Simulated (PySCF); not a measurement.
How exact exchange moves a shielding

Molecule: SMILES C[SiH2]S[SiH3], CH8SSi2.

Structure with atom numbers: `[CH3:1][SiH2:2][S:3][SiH3:4]`. Hydrogens are named by the atom that carries them.

GIAO shieldings (ppm, equivalent atoms averaged) in PySCF 2.14.0 with density-fitted response routines on the PBE0-D3(BJ)/def2-SVP geometry, basis pcSseg-2, gas phase, non-relativistic:

```tsv
functional	exact exchange (%)	σ(Si2)	σ(Si4)	σ(S3)
BLYP	0	330.8	368.4	757.7
BP86	0	342.9	379.1	777.3
PBE	0	344.4	381.3	780.3
B3LYP	20	345.3	380.6	780.4
PBE0	25	362.0	396.0	806.3
BHandHLYP	50	366.4	399.2	807.8
HF	100	404.6	434.0	849.0
```

Question: Fit each shielding as a line in the percentage of exact exchange.

Answer: σ(Si2) = 338.8 + 0.64 x (rms 5.7 ppm); σ(Si4) = 375.5 + 0.57 x (rms 5.4 ppm); σ(S3) = 772.8 + 0.77 x (rms 9.1 ppm). The functionals also differ in their semilocal parts, which the line can't hold; Hartree–Fock has no correlation at all.

Question: What does the line predict for mPW1PW91 (25 %), and what does the run give?

Answer: σ(Si2): 354.8 predicted, 360.5 computed; σ(Si4): 389.8 predicted, 394.2 computed; σ(S3): 792.0 predicted, 803.8 computed ppm.
